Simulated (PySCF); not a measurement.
Compound: C₅H₉NS (charge -1 and doublet state).
Cartesian coordinates in Å at the GFN2-xTB level; atoms count from 1:
```xyz
16
C5H9NS angstrom
C      2.097   -0.147   -1.186
C      1.617   -0.913   -0.162
C      0.469   -0.687    0.599
S      0.058   -1.716    1.899
N     -0.376    0.409    0.244
C     -1.207    0.127   -0.907
C     -1.152    0.940    1.337
H      3.007   -0.411   -1.702
H      1.613    0.767   -1.486
H      2.179   -1.799    0.118
H     -2.019   -0.587   -0.679
H     -0.587   -0.295   -1.695
H     -1.660    1.058   -1.266
H     -1.943    0.251    1.676
H     -0.488    1.131    2.178
H     -1.616    1.881    1.021
```

The hyperfine couplings belong to this conformer and change with its torsions.

As a line formula: `C=C[C]([S-])N(C)C` [radical] (charge -1).

Level of theory: UKS B3LYP, pcH-1 on C H N S, non-relativistic, mean-field spin-orbit, GIAO (PySCF 2.14.0). Whether the extra electron is bound in the gas phase wasn't checked; a finite basis holds it in any case. A GFN2-xTB geometry isn't a minimum of the functional, and hyperfine couplings can be far from their values at a DFT geometry, by a factor of two or more for some ions and for spin on atoms past the first row. No stability test was run, so a lower SCF solution isn't excluded.

Problem. Give the principal g shifts and their parts.

Solution. 
```csv
Δg (ppt),1,2,3
relativistic mass correction,-0.18,-0.18,-0.18
gauge correction,0.00,0.03,0.04
orbital Zeeman/spin–orbit,-0.15,6.22,12.26
total,-0.32,6.08,12.13
```

So g = 2.00200, 2.00840, 2.01444 and g_iso = 2.00828; the tensor is rhombic: the two nearest values differ by 49 % of g3 − g1. Axes: g3 points within 8° of the C3–S4 bond.

Problem. What are the electron Larmor frequencies g μB B/h along the three axes at 1200 mT?

Solution. 33.6245, 33.7320, 33.8336 GHz for g1, g2 and g3, a range of 209.1 MHz.

Problem. At 33.93 GHz, how far is the centre of the isotropic spectrum from where a free electron (g = 2.002319) resonates?

Solution. B = hν/(g μB) with μB/h = 13.99624 MHz/mT gives 1210.71 mT for the free electron and 1207.11 mT at g_iso, 3.59 mT lower.

Problem. In a frozen sample, at which fields do the three g values resonate at 9.5, 34, 94 and 263 GHz (hyperfine left aside), and which band first spreads them over more than twice a line width of 1.0 mT?

Solution. 
| band | GHz | B(g3) mT | B(g2) mT | B(g1) mT | spread mT |
| --- | --- | --- | --- | --- | --- |
| X | 9.5 | 336.94 | 337.96 | 339.04 | 2.09 |
| Q | 34.0 | 1205.90 | 1209.53 | 1213.40 | 7.50 |
| W | 94.0 | 3333.96 | 3344.01 | 3354.69 | 20.73 |
| J | 263.0 | 9328.01 | 9356.10 | 9386.01 | 58.00 |

The spread grows in proportion to the frequency. X band is the first where it exceeds 2.0 mT.

Largest spin populations (Mulliken): C1 (+0.47), C3 (+0.34), S4 (+0.30) and C2 (-0.09). Three atoms exceed +0.15. The positive populations add up to 1.14 and the negative ones to -0.14, together 2S = 1.

The HOMO–LUMO gaps are 3.85 eV among the α and 3.70 eV among the β orbitals.

On one thread of an Arm Neoverse V2, on a shared host, this took 88 s (with the writing of density and orbital grids) and 0.97 GiB of memory at its peak.

The SMILES draws the unpaired electron on C3; the largest computed Mulliken spin population is on C1 (0.47 against 0.34).
